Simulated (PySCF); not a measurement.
PySCF job for Ga(F)(Br)(OH) (BrFGaHO), SMILES [OH][Ga]([F])[Br], IEF-PCM-B3LYP/def2-SVP. Coordinates come from a PBE0-D3(BJ)/def2-SVP optimisation. The structure was generated by enumeration; whether it is a known compound was not checked. The values are those of a single conformer.

```python
import numpy as np
from pyscf import gto, scf, dft
from pyscf.solvent import pcm

mol = gto.M(
    atom='''
    Ga   -0.00679156    0.73220315    0.00000000
    F    -1.53728622    1.57145291    0.00000000
    Br    0.02803082   -1.51565049    0.00000000
    O     1.47053205    1.69521870    0.00000000
    H     1.30077927    2.64464382    0.00000000
    ''',
    basis='def2-SVP',
    charge=0,
    spin=0,
    max_memory=1600,
    verbose=3,
)
mf = dft.RKS(mol, xc='b3lyp').density_fit(auxbasis='def2-universal-jkfit')
mf.grids.level = 3
mf.conv_tol = 1e-9
mf.max_cycle = 100
mf.kernel()
res = {}
for name, eps in {'water': 78.355, 'chlorobenzene': 5.6968, 'n-hexane': 1.8819}.items():
    s = mf.PCM()
    s.with_solvent.method, s.with_solvent.eps, s.with_solvent.lebedev_order = 'IEF-PCM', eps, 29
    s.kernel(mf.make_rdm1())
    res[name] = (s.e_tot, eps, s.dip_moment(), s.mo_energy, s.converged)
    print(f'{name}: electrostatic solvation free energy {(s.e_tot - mf.e_tot) * 627.509474:.3f} kcal/mol')
```

Log of the run:

```
converged SCF energy = -4674.18005777992

WARN: PCM is an experimental feature. It is still in testing.
Features and APIs may be changed in the future.

converged SCF energy = -4674.19218243423
Dipole moment(X, Y, Z, Debye):  0.64393,  1.24275, -0.00000
water: electrostatic solvation free energy -7.608 kcal/mol

WARN: PCM is an experimental feature. It is still in testing.
Features and APIs may be changed in the future.

converged SCF energy = -4674.1892196758
Dipole moment(X, Y, Z, Debye):  0.64639,  1.14275,  0.00000
chlorobenzene: electrostatic solvation free energy -5.749 kcal/mol

WARN: PCM is an experimental feature. It is still in testing.
Features and APIs may be changed in the future.

converged SCF energy = -4674.18438585236
Dipole moment(X, Y, Z, Debye):  0.63265,  0.99686,  0.00000
n-hexane: electrostatic solvation free energy -2.716 kcal/mol
```

The calculation finished and met its thresholds.
